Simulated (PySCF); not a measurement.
heptane cation (C7H16), SMILES CCCCCCC (connectivity only; charge and spin as stated), charge +1, multiplicity 2.

Coordinates come from a B3LYP-D3(BJ)/def2-SVP optimisation. The spin state was assumed, not searched. One conformer was computed; it need not be the lowest.

Level of theory: B3LYP-D3(BJ)/def2-SVP in PySCF 2.14.0.

Harmonic, unscaled wavenumbers; measured fundamentals usually lie a few per cent lower.

```
mode  ν (cm⁻¹)  IR (km/mol)  moving atoms (share of kinetic energy)
----  --------  -----------  --------------------------------------
1           47          0.0                          H 60 %, C 40 %
2           73          0.0                          C 70 %, H 30 %
3          108          0.0                          H 51 %, C 49 %
4          113          0.0                          C 72 %, H 28 %
5          129          0.0                          C 64 %, H 36 %
6          240          0.0                           H 91 %, C 9 %
7          243          0.7                          H 88 %, C 12 %
8          261         15.8                          C 69 %, H 31 %
9          281          0.0                          C 81 %, H 19 %
10         413          0.3                          C 72 %, H 28 %
11         419        210.3                          C 80 %, H 20 %
12         471        277.4                                  C 98 %
13         689          0.0                                  C 94 %
14         743          0.0                                  H 93 %
15         747          6.2                                  H 96 %
16         791          2.4                          H 89 %, C 11 %
17         829         67.8                          C 76 %, H 24 %
18         862          0.0                          H 85 %, C 15 %
19         877          1.1                          H 55 %, C 45 %
20         895       1882.1                          H 61 %, C 39 %
21         943        772.6                          C 85 %, H 15 %
22         947          0.1                          C 88 %, H 12 %
23         953          1.6                          H 85 %, C 15 %
24        1028          0.0                           H 92 %, C 8 %
25        1097          0.0                                  H 97 %
26        1116          8.6                                  H 93 %
27        1127          3.0                          C 63 %, H 37 %
28        1180          0.0                          H 88 %, C 12 %
29        1182          0.0                          H 56 %, C 44 %
30        1187         13.3                                  H 98 %
31        1201          0.0                          H 70 %, C 30 %
32        1212          0.7                           H 92 %, C 8 %
33        1218          1.8                          H 81 %, C 19 %
34        1229        106.8                          H 83 %, C 17 %
35        1258         29.9                          H 86 %, C 14 %
36        1272          0.4                          H 79 %, C 21 %
37        1333         64.8                          H 84 %, C 16 %
38        1338          3.1                          H 84 %, C 16 %
39        1358         29.9                                  H 94 %
40        1359          0.0                                  H 94 %
41        1455         44.3                                  H 93 %
42        1460          0.0                           H 92 %, C 8 %
43        1466          1.6                                  H 94 %
44        1467          6.8                                  H 95 %
45        1471          8.2                           H 91 %, C 9 %
46        1472          1.8                                  H 94 %
47        1479         25.2                           H 91 %, C 9 %
48        2964        864.0                                  H 96 %
49        2970          0.0                                  H 96 %
50        3082        178.1                                  H 95 %
51        3087          3.6                                  H 95 %
52        3094          0.0                                  H 95 %
53        3095          4.3                                  H 95 %
54        3106          2.3                                  H 95 %
55        3107        205.7                                  H 93 %
56        3110         10.2                                  H 93 %
57        3146          0.0                          H 90 %, C 10 %
58        3147          0.2                          H 90 %, C 10 %
59        3160          0.6                          H 90 %, C 10 %
60        3161          0.0                          H 90 %, C 10 %
61        3166          4.9                          H 90 %, C 10 %
62        3172          0.0                          H 90 %, C 10 %
63        3184          2.9                          H 90 %, C 10 %
```
